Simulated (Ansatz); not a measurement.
Consider the formal exchange of groups at a B–N bond: `BN(C)CC` + `[SiH3][GeH3]` → `[BH2][GeH2][SiH3]` + ethylmethylamine.

Calculated with Ansatz (gas phase, PBE0-D4/def2-TZVP geometries, no zero-point term in ΔE). CCSD(T)/CBS is the MP2 limit (def2-TZVPP, def2-QZVPP) plus CCSD(T) − MP2 in def2-TZVPP, frozen cores. DFT in def2-TZVPP. B3LYP here is the variant with VWN-RPA as its local correlation; programs differ in this. HSE06 is defined as in plane-wave codes. For Ge outer-core shells are correlated without core-valence functions, which leaves a few kJ/mol of doubt a bond. Scalar relativity is left out up to krypton. Each species was taken in one conformer, which may not be the lowest.

```
             level  ΔE (kJ/mol)  difference from CCSD(T)/CBS
       LDA (SPW92)        181.6                         21.4
           PBE0-D4        159.9                         -0.3
          B3LYP-D4        164.8                          4.6
        r2SCAN0-D4        161.7                          1.5
          HSE06-D4        159.6                         -0.6
      CAM-B3LYP-D4        170.2                         10.0
          PBE-QIDH        161.8                          1.6
              PBE0        158.1                         -2.1
           r2SCAN0        161.1                          0.9
             HSE06        158.0                         -2.2
           LC-ωPBE        161.9                          1.7
       HF/def2-SVP        159.3                         -0.9
      MP2/def2-SVP        183.7                         23.5
SCS-MP2/def2-QZVPP        163.4                          3.2
     MP2/CBS(def2)        163.9                          3.7
    CCSD/CBS(def2)        157.1                         -3.1
       CCSD(T)/CBS        160.2                            0
```

Largest T1 diagnostic among the species: 0.013.

Leaving LDA and LC-ωPBE aside and taking each functional with its dispersion term where it has one, the values, not all of them listed here, spread over 10.7 kJ/mol, from revPBE-D4 to CAM-B3LYP-D4. LDA lies +22.7 kJ/mol from PBE without D4. At CCSD(T), def2-SVP lies +21.0 kJ/mol from the extrapolated value and def2-TZVPP +2.8 kJ/mol. In def2-TZVPP, CCSD(T) changes the Hartree–Fock value by +12.0 kJ/mol (the triples alone add +3.1 kJ/mol) and MP2 by +15.8 kJ/mol.
